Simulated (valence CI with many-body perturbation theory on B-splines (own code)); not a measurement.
# E1 line list for Ce IX

Level of theory: relativistic CI+MBPT: four valence electrons over a frozen Dirac-Fock core [Kr] 4d10, radial functions for each j: 8 s, 8 p, 9 d, 9 f, 6 g, 3 h, 2 i, with the one-electron correlation potential Σ1, the two-electron term Σ2, the three-electron term Σ3, Breit, model QED; selected CI, second order for the rest, scaled by the run's own slope (own B-spline code, finite nucleus).

No measured spectrum was set against this ion. As an estimate, levels hold to about 250 cm⁻¹ or 0.2 % of their energy and the worst to 1 %, as in measured heavy ions of charge 2 to 7; those with d or f electrons hold less well. Core correlation moves these levels by up to 44000 cm⁻¹, and in measured spectra 5 to 20 % of such shifts remained as error; rates that hang on mixing are uncertain with them.

Lines 1 to 50 of 206 in falling wavelength, among levels below 254170 cm⁻¹, chosen from the strongest by gf and those to the six lowest levels. Wavelengths and rates use the calculated energies, so an error of 200 cm⁻¹ moves a line at 1747 Å by 0.35 % and its rate by three times that or more. Electric multipoles are in the length gauge, E1 and E2 with the static RPA response of the core. Weak lines are less certain than strong ones. Lines between different terms over intervals too small for the method are left out, as are lines whose strength nearly cancels. Where a level lies close to another of its J and parity, the split of strength between their lines is uncertain. The highest levels of a list are the least certain.

Names give the largest LS component (configuration and term), which can be under half, so a name can repeat, a term be missing and a line seem to break the LS rules; names also repeat where a configuration has a term twice. Letters in brackets count levels of one name in rising energy.

| λ vac (Å) | Upper | Lower | A (s⁻¹) | S (a.u.) with core polarisation | S without |
| --- | --- | --- | --- | --- | --- |
| 1747 | 4f5s5p² ³G°_4 | 4f²5s² ³H_5 | 1.80e+06 | 4.25e-02 | 5.06e-02 |
| 1703 | 4f5s5p² ⁵F°_5 | 4f²5s² ³H_6 | 3.53e+06 | 9.46e-02 | 1.12e-01 |
| 1376 | 4f5s5p² ³F°_4 | 4f²5s² ³H_5 | 4.60e+06 | 5.33e-02 | 6.30e-02 |
| 1341 | 4f5s5p² ³F°_3 | 4f²5s² ³H_4 | 1.11e+07 | 9.23e-02 | 1.10e-01 |
| 1315 | 4f5s5p² ¹G°_4 | 4f²5s² ³F_4 | 8.93e+06 | 9.02e-02 | 1.08e-01 |
| 1289 | 5s5p³ ⁵S°_2 | 4f5s²5p ³F_3 | 2.37e+06 | 1.25e-02 | 1.50e-02 |
| 1225 | 4f5s5p² ¹G°_4 | 4f²5s² ³H_5 | 1.22e+07 | 9.94e-02 | 1.19e-01 |
| 1222 | 4f5s5p² ³G°_3 [b] | 4f²5s² ³H_4 | 2.10e+07 | 1.33e-01 | 1.58e-01 |
| 1218 | 5s5p³ ⁵S°_2 | 4f5s²5p ³G_3 | 5.84e+04 | 2.60e-04 | 3.07e-04 |
| 1105 | 5s5p³ ³D°_3 | 4f5s²5p ³F_4 | 1.21e+07 | 5.62e-02 | 6.65e-02 |
| 1053 | 5s5p³ ⁵S°_2 | 5s²5p² ³P_2 [b] | 5.79e+06 | 1.67e-02 | 2.24e-02 |
| 1006 | 4f5s5p² ⁵D°_4 | 4f5s²5p ³G_5 | 6.49e+06 | 2.93e-02 | 3.87e-02 |
| 988.3 | 4f5s5p² ⁵G°_3 | 4f5s²5p ³F_4 | 1.52e+07 | 5.07e-02 | 6.52e-02 |
| 980.1 | 5s5p³ ³P°_0 | 4f5s²5p ³D_1 | 6.28e+07 | 2.92e-02 | 3.55e-02 |
| 955.6 | 5s5p³ ³P°_1 | 4f5s²5p ³D_1 | 2.14e+07 | 2.77e-02 | 3.39e-02 |
| 954.0 | 5s5p³ ³D°_1 | 4f5s²5p ³F_2 | 1.04e+08 | 1.33e-01 | 1.63e-01 |
| 926.3 | 5s5p³ ³P°_1 | 4f5s²5p ³D_2 | 5.04e+07 | 5.93e-02 | 7.24e-02 |
| 924.1 | 4f5s5p² ³G°_3 [a] | 4f5s²5p ³D_3 | 1.86e+07 | 5.06e-02 | 6.53e-02 |
| 916.2 | 5s5p³ ³D°_2 | 4f5s²5p ³F_2 | 1.21e+07 | 2.29e-02 | 2.89e-02 |
| 914.2 | 5s5p³ ³P°_2 [a] | 4f5s²5p ³D_2 | 1.87e+07 | 3.52e-02 | 4.36e-02 |
| 906.8 | 5s5p³ ³D°_2 | 4f5s²5p ³F_3 | 6.23e+07 | 1.15e-01 | 1.36e-01 |
| 898.0 | 4f5s5p² ⁵D°_3 | 4f5s²5p ³D_2 | 1.44e+07 | 3.61e-02 | 4.77e-02 |
| 871.0 | 5s5p³ ³D°_2 | 4f5s²5p ³G_3 | 2.16e+06 | 3.52e-03 | 4.50e-03 |
| 866.1 | 4f5s5p² ⁵G°_5 | 4f5s²5p ³G_5 | 1.03e+07 | 3.63e-02 | 4.81e-02 |
| 865.5 | 5s5p³ ³D°_3 | 4f5s²5p ³G_4 | 3.14e+07 | 7.04e-02 | 8.34e-02 |
| 863.0 | 4f5s5p² ³G°_3 [a] | 4f5s²5p ¹F_3 | 1.99e+07 | 4.43e-02 | 5.84e-02 |
| 852.4 | 5s5p³ ³P°_2 [a] | 4f5s²5p ¹F_3 | 5.90e+07 | 9.02e-02 | 1.10e-01 |
| 851.5 | 5s5p³ ³D°_3 | 4f5s²5p ³F_3 | 8.00e+05 | 1.71e-03 | 2.21e-03 |
| 847.2 | 4f5s5p² ⁵F°_5 | 4f5s²5p ¹G_4 | 7.06e+06 | 2.33e-02 | 3.12e-02 |
| 845.0 | 5s5p³ ³S°_1 | 4f5s²5p ¹D_2 | 4.68e+07 | 4.18e-02 | 5.22e-02 |
| 844.8 | 4f5s5p² ³D°_3 | 4f5s²5p ³D_2 | 1.73e+07 | 3.60e-02 | 4.75e-02 |
| 842.9 | 4f5s5p² ³D°_3 | 4f5s²5p ³D_3 | 2.23e+07 | 4.61e-02 | 5.98e-02 |
| 840.1 | 4f5s5p² ⁵G°_4 | 4f5s²5p ¹F_3 | 1.16e+07 | 3.07e-02 | 4.07e-02 |
| 837.0 | 4f5s5p² ⁵G°_5 | 4f5s²5p ³F_4 | 2.52e+07 | 8.03e-02 | 1.07e-01 |
| 835.6 | 4f5s5p² ³D°_2 | 4f5s²5p ³D_1 | 1.93e+07 | 2.78e-02 | 3.69e-02 |
| 832.1 | 5s5p³ ³P°_2 [b] | 4f5s²5p ¹D_2 | 3.80e+07 | 5.40e-02 | 6.84e-02 |
| 831.5 | 4f5s5p² ³D°_1 | 4f5s²5p ¹D_2 | 3.89e+07 | 3.31e-02 | 4.58e-02 |
| 825.7 | 4f5s5p² ⁵D°_1 | 4f5s²5p ³D_1 | 7.93e+07 | 6.61e-02 | 8.87e-02 |
| 820.0 | 5s5p³ ³D°_3 | 4f5s²5p ³G_3 | 1.87e+07 | 3.56e-02 | 4.59e-02 |
| 813.1 | 4f5s5p² ³D°_2 | 4f5s²5p ³D_2 | 4.21e+07 | 5.58e-02 | 7.36e-02 |
| 811.9 | 4f5s5p² ³F°_2 | 4f5s²5p ¹D_2 | 3.84e+07 | 5.07e-02 | 7.03e-02 |
| 811.4 | 4f5s5p² ³D°_3 | 4f5s²5p ³F_4 | 1.51e+07 | 2.79e-02 | 3.63e-02 |
| 811.3 | 4f5s5p² ³D°_2 | 4f5s²5p ³D_3 | 1.76e+07 | 2.32e-02 | 3.22e-02 |
| 810.5 | 5s5p³ ³D°_1 | 5s²5p² ³P_2 [b] | 2.52e+07 | 1.98e-02 | 2.78e-02 |
| 810.0 | 4f5s5p² ⁵F°_2 | 4f5s²5p ³D_1 | 2.84e+07 | 3.72e-02 | 5.01e-02 |
| 808.1 | 4f5s5p² ³F°_3 | 4f5s²5p ¹D_2 | 4.78e+07 | 8.71e-02 | 1.16e-01 |
| 807.1 | 5s5p³ ⁵S°_2 | 5s²5p² ³P_2 [a] | 7.35e+07 | 9.54e-02 | 1.29e-01 |
| 804.8 | 4f5s5p² ⁵G°_2 | 4f5s²5p ³F_2 | 8.68e+07 | 1.12e-01 | 1.47e-01 |
| 804.4 | 4f5s5p² ⁵G°_6 | 4f5s²5p ³G_5 | 1.16e+08 | 3.88e-01 | 5.18e-01 |
| 797.5 | 4f5s5p² ⁵G°_2 | 4f5s²5p ³F_3 | 1.74e+06 | 2.18e-03 | 2.52e-03 |
